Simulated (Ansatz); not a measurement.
CH$_{6}$ClGaN$_{2}$, SMILES `C[NH][Ga]([NH2])[Cl]`. The species carries charge 0 and has multiplicity 1.

Z-matrix (Å, degrees):
```
C
N 1 1.443
H 1 1.097 2 112.2
H 1 1.097 2 112.5 3 121.8
H 1 1.093 2 110.3 3 -118.8
Ga 2 1.802 1 127.3 3 121.1
H 2 1.006 1 114.3 3 -59.4
Cl 6 2.145 2 117.0 1 -178.8
N 6 1.810 2 125.2 1 -2.6
H 9 1.006 6 119.3 2 168.4
H 9 1.006 6 121.6 2 21.6
```

Task: List the harmonic frequencies (cm⁻¹, unscaled) at PBE0-D4/def2-TZVP in Ansatz. (Estimate.)

Result: Computed: 72, 90, 97, 146, 173, 261, 289, 310, 417, 426, 646, 726, 777, 1098, 1137, 1157, 1401, 1461, 1480, 1515, 1561, 3006, 3051, 3104, 3612, 3643, 3716.

Task: Is this a minimum?

Result: Yes, all 27 modes are real.

Task: Give the ideal-gas thermochemistry at 298.15 K and 1 bar (rigid rotor, harmonic oscillator; point group C1, symmetry number 1).

Result: Zero-point energy 211.6 kJ/mol; H(298) − E = 236.8 kJ/mol; entropy 387.6 J/(mol·K), of which translation 171.4, rotation 116.7, vibration 99.5; G(298) − E = 121.3 kJ/mol. Modes under 100 cm⁻¹ are hindered rotations or soft bends, so the harmonic entropy is rough.

Task: And at 400, 500, 600, 800 and 1000 K?

Result: 
| T (K) | H − E (kJ/mol) | S (J/mol/K) | G − E (kJ/mol) |
| --- | --- | --- | --- |
| 400 | 250.1 | 425.9 | 79.8 |
| 500 | 264.7 | 458.4 | 35.5 |
| 600 | 280.6 | 487.3 | -11.8 |
| 800 | 315.4 | 537.3 | -114.4 |
| 1000 | 353.5 | 579.6 | -226.2 |
